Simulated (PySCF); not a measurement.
# Ne⁺: excitation energy

Ne⁺ [He] 2s2 2p5 (2P) → Ne⁺ [He] 2s1 2p5 3s1 (4P), as a difference of total energies. Computed with PySCF 2.14 in aug-cc-pCVTZ-DK with one added diffuse shell each of s, p, d, f type (8s7p5d3f, 75 functions), with scalar relativity by spin-free X2C-1e. Correlated levels: valence: 1s2 frozen; valence and next inner shell: nothing frozen. The calculations carry no spin-orbit coupling.

```csv
method,excitation energy (eV)
UHF,52.460
LDA,50.132
PBE,50.172
PBE0,51.056
r2SCAN,51.451
r2SCANh,51.620
TPSS,50.906
wB97X-V,51.337
HSE06,51.026
MP2 (valence),52.334
SCS-MP2 (valence),52.216
MP2 (valence and next inner shell),52.290
SCS-MP2 (valence and next inner shell),52.189
```

How much does correlation contribute at MP2 (valence and next inner shell)?

52.290 − (52.460) = -0.170 eV, measured against UHF.

The upper state lies above the first ionisation limit, where it may autoionise and the basis confines it. A Rydberg-like electron needs more diffuse functions than a valence basis has.

The promoted electron is Rydberg-like, and one or two diffuse shells describe it only roughly, which tends to raise the upper state.
